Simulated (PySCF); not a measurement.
CF3, SMILES F[C](F)F (connectivity only; charge and spin as stated), charge +1, multiplicity 1.

Geometry optimised at TPSSh-D3(BJ)/def2-TZVP. The multiplicity is an assumed one; other spin states were not compared. The isomer is the one that the SMILES or the coordinates give; other isomers of the formula were not compared.

The numbers are results of TDDFT-PBE0/def2-SVPD (PySCF), not measurements.

Vertical excitations; the highest root listed may be one member of a degenerate set. The molecule is in vacuum. State labels are in the subgroup C2v.

```tsv
state	symmetry	energy (eV)	λ (nm)	f	main pairs
S1	A2	8.59	144	0.000	HOMO→LUMO 100 %
S2	B2	10.02	124	0.000	HOMO−3→LUMO (degenerate set)
S3	A2	10.02	124	0.000	HOMO−4→LUMO (degenerate set)
S4	B1	11.09	112	0.132	HOMO−1→LUMO (degenerate set)
S5	A1	11.09	112	0.132	HOMO−2→LUMO (degenerate set)
S6	B1	13.21	94	0.000	HOMO→LUMO+1 98 %
S7	A2	14.14	88	0.000	HOMO−1→LUMO+1 (degenerate set)
S8	B2	14.14	88	0.000	HOMO−2→LUMO+1 (degenerate set)
S9	A2	14.27	87	0.000	HOMO−6→LUMO (degenerate set)
S10	B2	14.27	87	0.000	HOMO−7→LUMO (degenerate set)
T1	A2	8.24	151	0	HOMO→LUMO 100 %
T2	B1	8.87	140	0	HOMO−1→LUMO (degenerate set)
T3	A1	8.87	140	0	HOMO−2→LUMO (degenerate set)
T4	B2	9.66	128	0	HOMO−3→LUMO 100 %
```
Triplets are in the Tamm–Dancoff approximation, which puts them higher than full response would, so one can lie above its singlet here.
